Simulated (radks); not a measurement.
Results of a calculation; reference values are marked as such.
Ne III, configuration [He] 2s0.5 2p5.5 (fractional occupations, a model configuration). Code: a radial shooting solver on a logarithmic mesh with Libxc functionals. Model: non-relativistic Kohn-Sham, PBE, spin-unpolarised, spherical densities, point nucleus.

Normalised radial functions P(r) = r R(r), r in bohr:

r,1s,2p
0.006127,0.3508,0.0012
0.007543,0.4258,0.0018
0.009213,0.5115,0.0027
0.01134,0.6164,0.0040
0.01385,0.7342,0.0059
0.01706,0.8755,0.0088
0.02083,1.0297,0.0128
0.02545,1.2011,0.0187
0.03133,1.3946,0.0276
0.03827,1.5899,0.0397
0.04712,1.7930,0.0577
0.05755,1.9753,0.0819
0.07085,2.1333,0.1166
0.08654,2.2342,0.1617
0.1057,2.2638,0.2210
0.1301,2.1996,0.3002
0.159,2.0364,0.3946
0.1957,1.7658,0.5111
0.239,1.4320,0.6368
0.2943,1.0510,0.7732
0.3595,0.7024,0.8968
0.4391,0.4144,0.9961
0.5406,0.2039,1.0531
0.6603,0.0855,1.0467
0.8129,0.0274,0.9692
0.9929,0.0070,0.8328
1.222,0.0012,0.6479
1.493,0.0001,0.4584
1.824,0.0000,0.2875
2.245,0.0000,0.1516
2.743,0.0000,0.0680

1s: eigenvalue -879.18 eV, 0 radial nodes, <r> = 0.158 bohr, 90 % of the charge inside 0.283 bohr. 2p: eigenvalue -54.440 eV, 0 radial nodes, <r> = 0.818 bohr, 90 % of the charge inside 1.38 bohr.
